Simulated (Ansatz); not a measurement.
Start from `[F][Ge]([Cl])([Cl])[I]` and change one atom or group to get `[F][Ge]([Cl])([Cl])[Cl]`.

Ansatz, PBE0-D4/def2-TZVP geometries, multiplicity 1. 

Elements past krypton have def2 core potentials. Scalar relativity is left out up to krypton.

| property | `[F][Ge]([Cl])([Cl])[I]` |
| --- | --- |
| HOMO–LUMO gap (PBE0/def2-TZVPP) / eV | 6.00 |
| LUMO energy (PBE/def2-TZVPP) / eV | -3.42 |
| HOMO energy (ωB97M-V/def2-TZVPP) / eV | -10.69 |
| HOMO–LUMO gap (B3LYP/def2-TZVPP) / eV | 5.44 |
| HOMO–LUMO gap (PBE/def2-TZVPP) / eV | 3.92 |
| HOMO–LUMO gap (ωB97M-V/def2-TZVPP) / eV | 10.12 |

(1) What does the change do to each property? (An estimate is asked.)

Answers

(1) The calculation gave: 
```
                               property  `[F][Ge]([Cl])([Cl])[Cl]`  shift
   HOMO–LUMO gap (PBE0/def2-TZVPP) / eV                       7.76   1.76
      LUMO energy (PBE/def2-TZVPP) / eV                      -3.06   0.36
  HOMO energy (ωB97M-V/def2-TZVPP) / eV                     -12.08  -1.39
  HOMO–LUMO gap (B3LYP/def2-TZVPP) / eV                       7.13   1.69
    HOMO–LUMO gap (PBE/def2-TZVPP) / eV                       5.28   1.36
HOMO–LUMO gap (ωB97M-V/def2-TZVPP) / eV                      12.15   2.03
```

With PBE0 the HOMO falls by 1.27 eV and the LUMO rises by 0.50 eV, so the gap widens by about 1.77 eV. PBE moves the HOMO by -1.00 eV and ωB97M-V by -1.39 eV.

B3LYP here is the variant with VWN-RPA as its local correlation; programs differ in this.

Spin–orbit coupling is left out; it splits and shifts lone-pair levels of the heavy atoms by tenths of an eV.
